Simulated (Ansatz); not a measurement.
**Abstraction of F: SiF4 + SnH2F → SiF3 + SnH2F2**

Species: SiF4 (silicon tetrafluoride) `F[Si](F)(F)F`, singlet; SnH2F `[F][SnH2]`, doublet; SiF3 `F[Si](F)F`, doublet; SnH2F2 `[F][SnH2][F]`, singlet. A radical takes F: the energy is the difference in strength between the Si–F bond broken and the Sn–F bond made.

Shapes, held fixed at every level: PBE0-D4/def2-TZVP. Programs: Ansatz 0.2.0. The zero-point and thermal change to 298 K, harmonic and unscaled (PBE0-D4/def2-TZVP), is -0.4 kJ/mol.

```csv
level,kind,ΔH(298 K) (kJ/mol),less CCSD(T)/def2-TZVPP
MP2/def2-SVP,perturbation theory,+176.8,-17.4
MP2/def2-TZVPP,perturbation theory,+189.3,-4.9
HF/def2-SVP,Hartree–Fock,+187.4,-6.8
r2SCAN0-D4/def2-TZVPP,global hybrid,+194.1,-0.1
wB97M-V/def2-TZVPP,range-separated hybrid,+197.0,+2.8
B2PLYP/def2-TZVPP,double hybrid,+187.6,-6.6
CCSD/def2-SVP,coupled cluster or CI,+183.4,-10.8
CCSD(T)/def2-TZVPP,coupled cluster or CI,+194.2,0.0
```

The highest level, CCSD(T)/def2-TZVPP, gives ΔH(298 K) = +194.2 kJ/mol; the levels span +176.8 to +197.0. The column of differences is taken from that level and isn't an error. No measured value is set beside it here. Open shells run unrestricted. For atoms past krypton def2 sets carry core potentials with scalar relativity. Outer-core shells of Sn are correlated in most correlated rows, in sets that cover them unevenly.
